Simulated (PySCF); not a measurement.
CH₂O₃. Atoms are numbered in the order given.

```xyz
6

O      0.0000     1.0939    -0.6863
C      0.0000     0.0000     0.0999
O      0.0000     0.0000     1.3150
O      0.0000    -1.0939    -0.6863
H      0.0000     1.8524    -0.0689
H      0.0000    -1.8524    -0.0689
```
Charge 0, spin multiplicity 1.

The structure is a stationary point at PBE-D3(BJ)/def2-SVP. One conformer was computed; it need not be the lowest.

The numbers are results of PBE-D3(BJ)/def2-SVP (PySCF 2.14.0), not measurements.

Harmonic, unscaled wavenumbers; measured fundamentals usually lie a few per cent lower.

```json
[
 {"mode": "1", "ν (cm⁻¹)": "520", "IR (km/mol)": "0.0", "moving atoms (share of kinetic energy)": "H 85 %, O 15 %"},
 {"mode": "2", "ν (cm⁻¹)": "538", "IR (km/mol)": "5.8", "moving atoms (share of kinetic energy)": "O 74 %, H 16 %, C 10 %"},
 {"mode": "3", "ν (cm⁻¹)": "589", "IR (km/mol)": "49.4", "moving atoms (share of kinetic energy)": "O 77 %, H 16 %"},
 {"mode": "4", "ν (cm⁻¹)": "600", "IR (km/mol)": "196.7", "moving atoms (share of kinetic energy)": "H 94 %"},
 {"mode": "5", "ν (cm⁻¹)": "770", "IR (km/mol)": "53.7", "moving atoms (share of kinetic energy)": "C 75 %, O 22 %"},
 {"mode": "6", "ν (cm⁻¹)": "969", "IR (km/mol)": "11.2", "moving atoms (share of kinetic energy)": "O 84 %, H 12 %"},
 {"mode": "7", "ν (cm⁻¹)": "1125", "IR (km/mol)": "414.0", "moving atoms (share of kinetic energy)": "H 55 %, O 36 %, C 10 %"},
 {"mode": "8", "ν (cm⁻¹)": "1249", "IR (km/mol)": "31.3", "moving atoms (share of kinetic energy)": "H 72 %, O 28 %"},
 {"mode": "9", "ν (cm⁻¹)": "1445", "IR (km/mol)": "147.5", "moving atoms (share of kinetic energy)": "C 64 %, H 24 %, O 12 %"},
 {"mode": "10", "ν (cm⁻¹)": "1834", "IR (km/mol)": "428.7", "moving atoms (share of kinetic energy)": "C 65 %, O 32 %"},
 {"mode": "11", "ν (cm⁻¹)": "3696", "IR (km/mol)": "157.7", "moving atoms (share of kinetic energy)": "H 94 %"},
 {"mode": "12", "ν (cm⁻¹)": "3700", "IR (km/mol)": "19.3", "moving atoms (share of kinetic energy)": "H 94 %"}
]
```
